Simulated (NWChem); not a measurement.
Species: BNH₄O; SMILES NBO

```xyz
7

B     -0.4917    -0.0570     0.0000
H     -1.7017    -0.0700     0.0000
O      0.1346    -1.2702     0.0000
H      1.0950    -1.2137     0.0000
N      0.1805     1.1786     0.0000
H     -0.3244     2.0532     0.0000
H      1.1858     1.2936     0.0000
```
Atoms are numbered in this order, from 1.

All runs use the structure optimised with PBE0/def2-SVP.

Q: Give the principal values of the shielding tensors (ppm) of B1, O3, N5 from B3LYP/6-31G* (spherical d), GIAO (NWChem), with their diamagnetic and paramagnetic parts as GIAO splits them.

A: 
```
atom    σ11    σ22    σ33  isotropic  diamagnetic  paramagnetic
----  -----  -----  -----  ---------  -----------  ------------
B1     66.0   89.9  114.3       90.1        199.8        -109.7
O3    151.0  249.4  297.4      232.6        387.7        -155.1
N5    142.2  208.9  240.2      197.1        319.6        -122.5
```
